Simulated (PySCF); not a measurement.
**ZrH₃ + 3 Cl₂ → ZrCl₃ + 3 HCl**

Level: PBE0 in the def2-TZVP basis family, computed in PySCF with density fitting; scalar-relativistic core potentials for atoms from Rb on, none lighter, no spin–orbit coupling; open shells unrestricted.

```
species                                  state and structure       E (Eh)  ZPE (kJ/mol)  H(298 K) − H(0) (kJ/mol)  S° (J/(mol K))
   ZrH₃  doublet, C3v, Zr–H 1.856 Å (×3); H–Zr–H 116.9° (×3)    -48.71529          39.4                      11.8           243.9
    Cl₂                          singlet, D∞h, Cl–Cl 1.982 Å   -920.08940           3.5                       9.1           222.5
  ZrCl₃                     doublet, D3h, Zr–Cl 2.328 Å (×3)  -1427.44599           8.7                      18.4           349.0
    HCl                           singlet, C∞v, H–Cl 1.279 Å   -460.66440          17.9                       8.7           186.6
```

Question: What is the electronic reaction energy?

Answer: At PBE0/def2-TZVP, ΔE = -1196.4 kJ/mol from the differences of the total energies times 2625.5, downhill. 

Question: Add zero-point, thermal and entropy terms for 298.15 K and 1 bar.

Answer: ΔZPE = 12.5 and Δ[H(298) − H(0)] = 5.4 kJ/mol give ΔH° = -1178.5 kJ/mol. ΔS° = -2.6 J/(mol K), so ΔG° = -1178.5 − 298.15 × (-0.0026) = -1178 kJ/mol.

Open d or f shells are single determinants, so the state found may not be the ground state. The structures come from searches over a few start shapes, so lower isomers are not excluded.
